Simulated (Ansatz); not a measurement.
Reactions of `C#C[Si](Cl)(C#C)C#C`.

Program: Ansatz. Geometries: PBE0-D4/def2-TZVP. ΔE: electronic, gas phase. CCSD(T)/CBS adds triple-zeta CCSD(T) − MP2 to the extrapolated MP2 energy (def2 sets, frozen cores). This one scheme is used for every species, atoms too. For atomizations the MP2-based limit and the directly extrapolated one differ by several kJ/mol either way, and by 10 to 25 for some Ge, Se and Sn compounds, so smaller differences from it don't rank the levels. No spin–orbit coupling; open shells (•) take unrestricted orbitals. Spin–orbit coupling would lower the free atoms: a little for C, Cl, Si.

(1) Order these by ΔE at CCSD(T)/CBS, lowest first. (An estimate is asked.)
A. `C#C[Si](Cl)(C#C)C#C` + H₂ → `C#C[SiH](C#C)C#C` + HCl
B. `C#C[Si](Cl)(C#C)C#C` + HCl → `C#C[Si](Cl)(Cl)C#C` + `C#C`
C. `C#C[Si](Cl)(C#C)C#C` → 6 C• + Cl• + 3 H• + Si•
D. `C#C[Si](Cl)(C#C)C#C` + `C#C` → `C#C[Si](C#C)(C#C)C#C` + HCl

Largest T1 diagnostic: 0.014, for `C#C[Si](C#C)(C#C)C#C`.

Answers

(1) B (-0.61 eV), D (+0.62 eV), A (+0.80 eV), C (+53.53 eV).
